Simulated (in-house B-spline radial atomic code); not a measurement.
Ag⁺. Computed with a B-spline radial atomic code. Model: all-electron spherical atom, spin shells full or empty, radial basis limit, no spin-orbit coupling, Breit or QED, empty-state partial waves extrapolated as (l+1/2)^-4, RPA, G0W0 and static COHSEX of the highest shell as one setting changes (uncorrelated shells keep exact exchange).

Empty levels are discrete states of a finite basis, so the steps are uneven.

Given: element Ag; charge 1; filled core Kr; hamiltonian one-electron scalar X2C; mean-field start r2SCAN; highest l of empty states 9; nuclear rms radius 4.5454 fm; lowest nl shells left uncorrelated 7; highest mean-field shell 4d; box radius 23.78 bohr.

Shell: 4d 5 5 (electrons up and down).

```tsv
highest empty level kept (hartree)	RPA correlation energy (hartree)	G0W0 level (eV)	COHSEX level (eV)	linearised minus solved G0W0 (meV)
1.33	-0.19466	-19.629	-20.414	-114.6
2.67	-0.45462	-20.025	-21.562	-143.9
4.67	?	?	?	?
8	?	?	?	?
13.33	-0.83456	-20.738	-24.027	-293.5
```

Task: What follows for highest empty level kept = 8?

Result: RPA correlation energy -0.72604 hartree; G0W0 level -20.541 eV; COHSEX level -23.219 eV; linearised minus solved G0W0 -225.7 meV.

Task: What follows for highest empty level kept = 4.67?

Result: RPA correlation energy -0.59861 hartree; G0W0 level -20.29 eV; COHSEX level -22.377 eV; linearised minus solved G0W0 -175.3 meV.
